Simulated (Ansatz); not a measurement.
Job for Ansatz (a program for electronic structure): U-revPBE/def2-TZVPP on OH (SMILES [OH]).

Ansatz 0.2 input:
```yaml
crystal:
  periodic: [false, false, false]
  atoms:
    - {symbol: O, position_ang: [0.00000000, -0.00000000, 0.48836012]}
    - {symbol: H, position_ang: [-0.00000000, 0.00000000, -0.48836012]}
basis:
  gaussian:
    orbitals: def2-TZVPP
hamiltonian:
  xc: {name: revPBE}
magnetization: {spin_polarized: true, initial_magnetization: 1}
```

Program output:

```
WARN ansatz: RAYON_NUM_THREADS=4 ignored (pool sized by the plan → 4); use --threads N
Functional definition: revPBE
integrals: 0.00 GiB planned
210 factors; their error is unknown
mean field: 0.09 GiB planned
mean field evaluation 1: about -2059.4549 eV, gradient 2.2e1 eV
mean field evaluation 2: about -2056.7054 eV, gradient 3.6e1 eV
mean field evaluation 4: about -2061.1120 eV, gradient 3.2e-1 eV
mean field evaluation 8: about -2061.1096 eV, gradient 2.0e-3 eV
mean field evaluation 16: about -2061.1150 eV, gradient 6.7e-4 eV
mean field -2061.10959149 eV, -75.7443804170 hartree, gradient 4.0e-5 eV, S^2 0.752186; 2 other end points of the search recorded, 0 dependent functions left out
reference -2061.10961238 eV, -75.7443811848 hartree; 5, 4 occupied and 40, 41 virtual orbitals, 210 factors
Total energy: -2061.10961238 eV, -75.7443811848 hartree
```

The calculation finished and met its thresholds.

Cost: roughly 0.4 core-seconds.
